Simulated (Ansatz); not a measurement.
Ansatz results at the PBE0-D4/def2-TZVP geometry: HOMO energy (ωB97M-V/def2-TZVPP) -9.93 eV; HOMO–LUMO gap (B3LYP/def2-TZVPP) 5.60 eV; HOMO energy (PBE0/def2-TZVPP) -7.74 eV.

Each molecule was computed in one conformer, which needn't be the lowest.

(1) Which molecule gave them?
A. `B/C=C(\F)C=C`
B. `[NH2][Al]([OH])[SiH2]Cl`
C. `C=C=C(F)BC`
D. `CC1=CB(F)C1`

Results:

(1) C. The others give `B/C=C(\F)C=C`: -9.56, 4.64, -7.52; `CC1=CB(F)C1`: -9.85, 6.44, -7.68; `[NH2][Al]([OH])[SiH2]Cl`: -9.73, 6.52, -7.65.

B3LYP here is the variant with VWN-RPA as its local correlation; programs differ in this.
